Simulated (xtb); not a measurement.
ClFGeH2O2, SMILES [OH][Ge]([Cl])([OH])[F]. All values are semi-empirical tight-binding results from xtb (GFN2-xTB unless named), good for trends rather than for accurate numbers. Geometry optimised at GFN2-xTB. This is a generated structure with no PubChem entry under its InChIKey; it may be hypothetical. The values are those of a single conformer.

Optimised geometry:

Bond lengths (Å): O1–Ge2 1.721, O1–H6 0.956, Ge2–O3 1.703, Ge2–F4 1.757, Ge2–Cl5 2.057, O3–H7 0.958. Angles (°): Ge2–O1–H6 118.3, O1–Ge2–O3 109.3, O1–Ge2–F4 104.2, O1–Ge2–Cl5 115.2, O3–Ge2–F4 107.1, O3–Ge2–Cl5 110.4, F4–Ge2–Cl5 110.2, Ge2–O3–H7 116.9.

For metal compounds this method's bond lengths and energies can be far off.

Computed properties:
* **orbital gap**: 6.68 eV
* **zero-point energy**: 17.5 kcal/mol
* **G − E(el) at 298.15 K (modified RRHO)**: -3.0 kcal/mol

Computed atomic charges and the Wiberg bond orders between heavy atoms:
charges (e) O1 -0.43, Ge2 0.46, O3 -0.41, F4 -0.27, Cl5 -0.05, H6 0.34, H7 0.35. Bond orders O1–Ge2 1.13, Ge2–O3 1.17, Ge2–F4 0.99, Ge2–Cl5 1.17.
